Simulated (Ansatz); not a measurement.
Isolated molecules relaxed with PBE0-D4/def2-TZVP in Ansatz; ΔE leaves out vibrations. CBS: MP2 limit from def2 TZ/QZ plus the TZ coupled-cluster correction, frozen cores. This one scheme is used for every species. DFT in def2-TZVPP. def2 core potentials past Kr. For Te outer-core shells are correlated without core-valence functions, which leaves a few kJ/mol of doubt a bond. One conformer a species, not always the lowest.

Consider the formal exchange of groups at a C–Te bond: `O=C[Te]CS` + `C[SiH2]O` → `C[SiH](O)CS` + `O=C[TeH]`.

CCSD(T)/CBS gives -33.5 kJ/mol.

Task: Another level gave -44.0 kJ/mol. Which?
A. B2PLYP/def2-TZVPP
B. r2SCAN-D4/def2-TZVPP
C. MP2/def2-TZVPP
D. CCSD/def2-TZVPP

Result: B. r2SCAN-D4 -44.0, CCSD/def2-TZVPP -39.9, MP2/def2-TZVPP -30.8, B2PLYP -35.5 kJ/mol.

Largest T1 diagnostic among the species: 0.016.

From PBE to PBE0 (25 % exact exchange), in def2-TZVPP and without D4, ΔE moves by −3.3 kJ/mol. In def2-TZVPP, CCSD(T) changes the Hartree–Fock value by +5.5 kJ/mol (the triples alone add +2.4 kJ/mol) and MP2 by +12.1 kJ/mol.

CCSD(T)/CBS has its own doubt, a few kJ/mol and more with outer-core shells, so smaller differences from it don't rank the levels.
